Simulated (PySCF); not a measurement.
Excitations are Tamm–Dancoff values on a coarser integration grid. The basis has no diffuse functions, so Rydberg states are missing or too high.

Cartesian coordinates (Å):
```xyz
20

C      4.6584    -1.4821    -0.2284
C      3.4462    -1.2954    -0.1890
C      2.0485    -1.0975    -0.1453
C      1.3527     0.0951    -0.0140
C     -0.0713    -0.0716    -0.0061
C     -1.0914     0.9207     0.1106
Si    -0.6698     2.7510     0.2861
C     -2.4286     0.4929     0.0911
C     -2.7745    -0.8722    -0.0392
C     -1.7874    -1.8548    -0.1544
C     -0.4414    -1.4488    -0.1371
S      0.9585    -2.4873    -0.2648
H      5.7277    -1.6373    -0.2610
H      1.8691     1.0604     0.0736
H      0.1199     3.2419    -0.8988
H      0.1616     3.0008     1.5169
H     -1.9515     3.5301     0.3859
H     -3.2363     1.2363     0.1794
H     -3.8350    -1.1654    -0.0499
H     -2.0555    -2.9167    -0.2556
```
Charge 0, multiplicity 1.

**Question.** Predict the brightest of the four lowest singlets (TDA), HOMO–LUMO gap, S1 oscillator strength, S1 excitation (TDA) and T1 excitation (TDA) from PBE-D3(BJ)/def2-TZVP // PBE-D3(BJ)/def2-SVP run with PySCF.

**Answer.** 
```json
{
 "brightest of the four lowest singlets (TDA)": "4.50 eV",
 "HOMO–LUMO gap": "3.04 eV",
 "S1 oscillator strength": "0.072",
 "S1 excitation (TDA)": "3.79 eV",
 "T1 excitation (TDA)": "2.65 eV"
}
```
